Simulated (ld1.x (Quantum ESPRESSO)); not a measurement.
**Which change was made? (O, TM)**

O (Z = 8), norm-conserving Troullier–Martins (Kleinman–Bylander form), made with ld1.x (Quantum ESPRESSO) 7.5 (PBE, non-relativistic). Core [He], reference 2s2 2p3.75 (charge +0.25). Waves: 2s (bound): rc 0.75 bohr; 2p (bound): rc 1.45 bohr; 3d channel at 0.35 Ry: rc 1.30 bohr. Local part: the d channel. Core correction: Bessel-smoothed model core inside 0.60 bohr.

Cutoffs, loose and tight: the cutoffs (Ry, on a coarse ladder) from which the occupation-weighted sum of valence levels, in a spherical-Bessel basis at the reference potential, stays within 10 and 1 mRy of its value at 400 Ry. They do not see the model core or the augmentation charge, which bear on the density cutoff. Test errors are all-electron minus pseudo excitation energies from the reference, over the configurations 2s2 2p4; 2s2 2p3; 2s2 2p2; 2s2 2p0; 2s1 2p4; 2s2 2p3.5; 2s0 2p6; variants that change the core or the reference have their own tests.

The base gives: outcome: generated; cutoff, loose: 80 Ry; cutoff, tight: 200 Ry; bound ghosts: none; largest test error (meV): +2037.

(1) After one change the result is: outcome: generated; cutoff, loose: 60 Ry; cutoff, tight: 140 Ry; bound ghosts: none; largest test error (meV): +6118. Which change was it?
A. all radii but the core radius scaled by about 1.14 (s 0.86, p 1.66, d 1.48 bohr)
B. all radii but the core radius scaled by about 0.81 (s 0.60, p 1.18, d 1.06 bohr)
C. all radii but the core radius scaled by about 1.37 (s 1.02, p 1.98, d 1.78 bohr)
D. all radii but the core radius scaled by about 0.90 (s 0.68, p 1.30, d 1.18 bohr)

Results:

(1) C. The others give: all radii but the core radius scaled by about 0.90 (s 0.68, p 1.30, d 1.18 bohr) → outcome: generated; cutoff, loose: 110 Ry; cutoff, tight: 200 Ry; bound ghosts: none; largest test error (meV): +1459 | all radii but the core radius scaled by about 0.81 (s 0.60, p 1.18, d 1.06 bohr) → outcome: generated; cutoff, loose: 200 Ry; cutoff, tight: over 300 Ry; bound ghosts: none; largest test error (meV): +1113 | all radii but the core radius scaled by about 1.14 (s 0.86, p 1.66, d 1.48 bohr) → outcome: generated; cutoff, loose: 80 Ry; cutoff, tight: 180 Ry; bound ghosts: none; largest test error (meV): +3158.
